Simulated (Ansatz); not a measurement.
Cost and result for the atomization energy of C2H2ClFSn (`C#[C][SnH]([F])[Cl]`) (7 atoms, 6 bonds).

Charge 0, multiplicity 1. Correlated methods include outer-core shells of Sn, which these sets cover unevenly. Sn takes the def2 core potential. Geometry: relaxed with PBE0-D4/def2-TZVP. Program: Ansatz. All runs use 4 threads of an Intel Xeon Platinum 8259CL on a shared host. Times are those of one run each, without the atoms' runs, and a repeat can differ threefold. Electronic energies, without spin–orbit coupling; frozen cores. CCSD(T)/CBS adds CCSD(T) − MP2 in def2-TZVPP to the MP2 limit, and its time is that of the two runs behind it. T1 = 0.013. With those shells the extrapolation isn't a true limit. B3LYP takes the VWN-RPA correlation (the form of Gaussian; ORCA's B3LYP/G).

CCSD(T)/CBS is a level of theory with its own doubt, some kJ/mol a heavy atom from the limit and from the frozen cores, so smaller differences don't rank the functionals.

| level | functions | wall time | atomization (kJ/mol) | difference from CCSD(T)/CBS | per bond |
| --- | --- | --- | --- | --- | --- |
| LDA (SPW92)/def2-TZVPP | 213 | 1 s | 2956.3 | 387.7 | 64.6 |
| BLYP-D4/def2-TZVPP | 213 | 1.6 s | 2536.4 | -32.2 | -5.4 |
| PBE0-D4/def2-TZVPP | 213 | 2.4 s | 2539.6 | -29.0 | -4.8 |
| B3LYP-D4/def2-TZVPP (with forces) | 213 | 3.5 s | 2517.9 | -50.7 | -8.4 |
| r2SCANh-D4/def2-TZVPP | 213 | 3.5 s | 2519.9 | -48.7 | -8.1 |
| CCSD(T)/def2-SVP | 96 | 3.8 s | 2371.2 | -197.4 | -32.9 |
| PBE-QIDH/def2-TZVPP | 213 | 4.5 s | 2528.1 | -40.5 | -6.8 |
| B97M-V/def2-TZVPP | 213 | 5 s | 2578.2 | 9.6 | 1.6 |
| ωB97X-V/def2-TZVPP | 213 | 5.5 s | 2553.1 | -15.5 | -2.6 |
| ωB97M-V/def2-TZVPP (with forces) | 213 | 7.5 s | 2546.9 | -21.7 | -3.6 |
| MP2/def2-QZVPP | 383 | 12 s | 2618.3 | 49.7 | 8.3 |
| CCSD(T)/def2-TZVPP | 213 | 71 s | 2479.5 | -89.1 | -14.8 |
| CCSD(T)/CBS(def2) | – | 82 s | 2568.6 | 0.0 | 0.0 |

At CCSD(T), def2-SVP lies −197.4 kJ/mol from the extrapolated value and def2-TZVPP −89.0 kJ/mol: correlation converges slowly with the basis, and small sets miss more of it in the bonded molecule than in its fragments. The D4 term adds +27.7 kJ/mol with B3LYP and +14.6 kJ/mol with PBE0; it sums over pairs of atoms, weighted by their polarisabilities, and B3LYP, whose exchange is more repulsive, gets the larger term. From PBE to PBE0 (25 % exact exchange), in def2-TZVPP and without D4, the atomization energy moves by −74.0 kJ/mol: exact exchange takes away binding that semilocal exchange gives to molecules.

Spin–orbit coupling would lower the free Sn atoms strongly, and the atomization energy with them, by more than many differences here. For some Ge, Se and Sn compounds the MP2-based and the directly extrapolated limit differ by 10 to 25 kJ/mol.
